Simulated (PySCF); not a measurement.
## Stretching BiSb

Set-up: basis Bi cc-pVDZ-PP with ECP60, Sb cc-pVDZ-PP with ECP28; scalar-relativistic core potentials; PySCF 2.14. Energies in eV from Bi + Sb in their ground configurations at the same level. State: ¹Σ⁺ (singlet), closed shell.

All columns are PBE0. A positive dipole means Bi(−)Sb(+).

```tsv
R (Å)	E (eV)	μ (D)	Mulliken charge on Bi (basis-dependent)	HOMO (eV)	LUMO (eV)	Mayer bond order	⟨S²⟩
2.226	-0.821	-0.49	0.05	-6.71	-2.14	2.96	0.00
2.329	-1.726	-0.56	0.05	-6.70	-2.33	2.96	0.00
2.433	-2.188	-0.61	0.04	-6.50	-2.52	2.97	0.00
2.510	-2.326	-0.65	0.04	-6.37	-2.65	2.97	0.00
2.588	-2.336	-0.67	0.04	-6.27	-2.73	2.84	0.13
2.666	-2.283	-0.67	0.04	-6.25	-2.72	2.49	0.47
2.769	-2.156	-0.67	0.03	-6.24	-2.71	2.12	0.84
2.899	-1.946	-0.66	0.03	-6.22	-2.69	1.76	1.19
3.054	-1.659	-0.65	0.03	-6.21	-2.67	1.45	1.51
3.261	-1.275	-0.62	0.03	-6.20	-2.63	1.15	1.82
```

Closed-shell solutions of metal pairs were not tested for spin polarisation, which can lower them a little. ⟨S²⟩ of the unrestricted solution departs from its pure value on part of the curve, where spin states mix. Spin–orbit coupling is left out, which matters for elements this heavy, above all for dissociation energies.
